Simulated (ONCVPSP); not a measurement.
## An all-electron radial function and its pseudo partner (Ni (Z = 28))

Columns: radius, all-electron u(r) and pseudo u(r) of the 3s shell (level -111.06 eV) of nickel in the configuration [Ne] 3s2 3p6 3d8 4s2; PBE, scalar-relativistic, ONCV scheme, ONCVPSP 4.0.1.

| r (bohr) | all-electron | pseudo |
| --- | --- | --- |
| 0.062 | 0.1047 | 0.1445 |
| 0.125 | -0.5598 | 0.2924 |
| 0.188 | -0.6673 | 0.4421 |
| 0.250 | -0.3631 | 0.5905 |
| 0.312 | 0.0898 | 0.7366 |
| 0.375 | 0.5334 | 0.8766 |
| 0.438 | 0.8839 | 1.0003 |
| 0.500 | 1.1172 | 1.0982 |
| 0.562 | 1.2488 | 1.1669 |
| 0.625 | 1.2977 | 1.2030 |
| 0.688 | 1.2837 | 1.2044 |
| 0.750 | 1.2280 | 1.1739 |
| 0.812 | 1.1466 | 1.1161 |
| 0.875 | 1.0495 | 1.0358 |
| 0.938 | 0.9468 | 0.9421 |
| 1.000 | 0.8460 | 0.8448 |
| 1.062 | 0.7493 | 0.7490 |
| 1.125 | 0.6575 | 0.6574 |
| 1.188 | 0.5735 | 0.5734 |
| 1.250 | 0.4988 | 0.4987 |
| 1.312 | 0.4321 | 0.4320 |
| 1.375 | 0.3721 | 0.3720 |
| 1.438 | 0.3195 | 0.3194 |
| 1.500 | 0.2743 | 0.2742 |
| 1.562 | 0.2350 | 0.2349 |
| 1.625 | 0.2004 | 0.2003 |

Problem. How many radial nodes do the two functions have?

Solution. The all-electron 3s function has n − l − 1 = 2; the pseudo-wave has 0, since the states of the same l below it are removed with the core.

Problem. At about which radius was the pseudo-wave matched?

Solution. 1.20 bohr. The columns agree to 0.0005 from 1.06 bohr on; several derivatives are matched, so the curves merge somewhat inside the radius.

Problem. Where does each function peak?

Solution. Outermost all-electron maximum near 0.62 bohr, pseudo maximum near 0.69 bohr (to the table’s step).

Problem. Is the pseudo-wave norm-conserving?

Solution. Yes: the ONCV scheme keeps the norm inside the radius equal to the all-electron one, which fixes the energy derivative of the logarithmic derivative at the level.
